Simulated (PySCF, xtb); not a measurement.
Si(F)2(H)(SeH) (F₂H₂SeSi), SMILES [SeH][SiH](F)F. One conformer was computed; it need not be the lowest.

Harmonic wavenumbers (cm⁻¹) from GFN2-xTB in xtb at its own minimum, in rising order: 87, 155, 174, 250, 405, 595, 634, 651, 841, 899, 2066, 2446.

Task: What does PySCF with B3LYP-D3(BJ)/def2-SVP give at its own minimum? (An estimate is asked for; the answer gives what the named calculation found.)

Result: 113, 173, 223, 331, 428, 661, 810, 839, 875, 973, 2301, 2403. Paired by order, the mean absolute difference is 84 cm⁻¹ and the zero-point energies are 13.2 and 14.5 kcal/mol.
